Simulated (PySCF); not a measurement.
**Nuclear quadrupole coupling in `CC(=O)[C@@](C)(C=O)CC[SiH3]`**

C7H14O2Si.
Geometry (GFN2-xTB, Å), atoms numbered from 1 in this order:
```xyz
24
C7H14O2Si angstrom
C     -2.0577    1.0682   -1.3910
C     -2.1190    0.1612   -0.1990
O     -3.1320   -0.0543    0.4123
C     -0.7938   -0.5333    0.1988
C     -0.9538   -1.1686    1.5792
C     -0.6214   -1.6006   -0.8591
O     -0.2606   -1.3997   -1.9860
C      0.3806    0.4660    0.1289
C      1.6994   -0.1232    0.6193
Si     3.1572    1.0728    0.3503
H     -1.5663    2.0005   -1.1197
H     -1.4910    0.6011   -2.1935
H     -3.0680    1.2906   -1.7262
H     -1.9023   -1.6977    1.6341
H     -0.1494   -1.8700    1.7829
H     -0.9551   -0.3970    2.3455
H     -0.8874   -2.6165   -0.5145
H      0.5055    0.7761   -0.9090
H      0.1332    1.3471    0.7255
H      1.8932   -1.0570    0.0876
H      1.6265   -0.3722    1.6782
H      4.3708    0.4580    0.8866
H      2.8755    2.3252    1.0566
H      3.3041    1.3430   -1.0799
```

Field gradients from the PBE0/pcSseg-1 density (PySCF, non-relativistic), principal values in atomic units, ordered |Vxx| ≤ |Vyy| ≤ |Vzz|:

```tsv
atom	Vxx	Vyy	Vzz
O3	0.4752	1.4873	-1.9626
O7	0.4197	1.5542	-1.9740
```

Problem. Find the asymmetry η = (Vxx − Vyy)/Vzz and the couplings χ = eQV/h (234.96 MHz × Q in barn × V in au), with Q(17O) = −0.0256 b.

Solution. 
```csv
atom,environment,nucleus,η,χzz (MHz),χxx (MHz),χyy (MHz)
O3,ketone oxygen,17O,0.52,11.81,-2.86,-8.95
O7,aldehyde oxygen,17O,0.57,11.87,-2.52,-9.35
```

Problem. What is Vzz at O3 in SI units (1 au = 9.71736 × 10²¹ V/m²)?

Solution. -1.9626 au = -19.071 × 10²¹ V/m².

Were the hydrogens deuterons (Q(2H) = 0.00286 b), χzz would run from 109 kHz (H23 and H24) to 213 kHz (H15 and H16).

Geometry: GFN2-xTB, one conformer, isolated molecule. GFN2-xTB bond lengths can be off by several hundredths of an ångström, more for odd bonds, and the gradients follow them. With a basis this small, the couplings can be 20 % off.

The run behind these numbers computed NMR shieldings as well. On one thread of an Arm Neoverse V1, no GPU (shared host), this took 90 s wall and 1.2 GiB of memory at its peak.
